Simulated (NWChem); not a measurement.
# Si$_{2}$N$_{2}$H$_{5}$Cl; SMILES N1[SiH2]N[SiH]1Cl

```xyz
10

Cl     0.4402     2.2004     0.0074
Si    -0.6493     0.4190    -0.0172
N     -0.1760    -0.7513    -1.2034
Si     0.3567    -1.9095     0.0027
N     -0.1657    -0.7277     1.1930
H     -2.0562     0.8732    -0.0446
H     -0.3815    -0.8373    -2.1867
H     -0.3888    -3.1977    -0.0107
H      1.8104    -2.2322     0.0298
H      0.1414    -0.5754     2.1419
```
Atoms are numbered in this order, from 1.

All runs: NWChem. Structure relaxed at the B3LYP/6-31G* (spherical d) level. GIAO values for the isolated, static molecule; σ is the absolute isotropic shielding, δ = σ(reference) − σ with the isolated reference molecule computed at the same levels (1H: tetramethylsilane, 15N: ammonia, 29Si: tetramethylsilane).

```
level                                 δ N3 (ppm)  δ Si4 (ppm)  δ N5 (ppm)  δ H6 (ppm)  δ H8 (ppm)  δ H9 (ppm)  δ H10 (ppm)
------------------------------------  ----------  -----------  ----------  ----------  ----------  ----------  -----------
BHandHLYP/pcSseg-1                          33.3        -24.5        32.1        5.61        5.26        5.33         0.70
PBE0/pcSseg-1                               37.4        -18.7        36.1        6.01        5.63        5.70         0.71
KT2/pcSseg-1                                40.9        -14.4        40.2        6.33        5.91        5.99         0.73
LDA (Slater exchange, VWN5)/pcSseg-1        52.5        -12.6        51.4        6.62        6.21        6.30         0.78
```
